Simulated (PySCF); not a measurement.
(2S)-2-methylthietane (C4H8S), SMILES C1CS[C@H]1C. The structure is a stationary point at B3LYP-D3(BJ)/def2-SVP.

All values below come from B3LYP-D3(BJ)/def2-SVP in PySCF.

Harmonic wavenumbers (cm⁻¹): 110, 242, 288, 406, 524, 633, 706, 810, 896, 921, 984, 1004, 1027, 1119, 1155, 1190, 1240, 1243, 1294, 1359, 1396, 1454, 1458, 1468, 1477, 3019, 3044, 3052, 3060, 3099, 3100, 3120, 3127. Rotational constants (GHz): 6.178, 3.736, 2.571; symmetry number 1.

### Question
Work out the zero-point energy and the ideal-gas rigid-rotor harmonic-oscillator thermochemistry at 298.15 K and 1 atm.

### Answer
ZPE = ½ Σ hcν = ½ × 49021 cm⁻¹ = 70.08 kcal/mol. H − E(el) = 74.23 kcal/mol. Entropy in cal/(mol K): translation 39.34, rotation 26.10, vibration 9.88, total 75.32. G − E(el) = 51.78 kcal/mol. Cp = 22.32 cal/(mol K). Modes under 150 cm⁻¹ make the vibrational entropy uncertain.
